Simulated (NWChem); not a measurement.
# Lowest excitation of Cl2Sn

```
Sn
Cl 1 2.4118
Cl 1 2.4118 2 100.13
```
Charge 0, spin multiplicity 1.

Program: NWChem. Structure: optimised with PBE/def2-SVP with def2 effective core potentials on Sn, a minimum by its harmonic frequencies.

Basis set: def2-SVPD.

Costs are rough ratios of processor time within this set of runs, SCF included, with TD-PBE as 1.

Effective core potentials replace the inner electrons of Sn; spin-orbit coupling is left out. The correlated methods keep 14 core orbitals frozen. B3LYP has NWChem's definition, with VWN1-RPA local correlation. The structure started from a generated list of species. Coupled-cluster values serve here as a point of comparison, not as the truth.

```json
[
 {"method": "TD-PBE", "lowest vertical singlet excitation energy (eV)": "…", "relative cost": "1"},
 {"method": "CIS", "lowest vertical singlet excitation energy (eV)": "…", "relative cost": "under 3"},
 {"method": "EOM-CCSD", "lowest vertical singlet excitation energy (eV)": "…", "relative cost": "under 3"},
 {"method": "TD-PBE0", "lowest vertical singlet excitation energy (eV)": "3.79", "relative cost": "under 3"},
 {"method": "TD-B3LYP", "lowest vertical singlet excitation energy (eV)": "3.67", "relative cost": "under 3"}
]
```

Q: Complete the blanks.

A: 
- TD-PBE, lowest vertical singlet excitation energy (eV): 3.48
- CIS, lowest vertical singlet excitation energy (eV): 4.37
- EOM-CCSD, lowest vertical singlet excitation energy (eV): 3.97
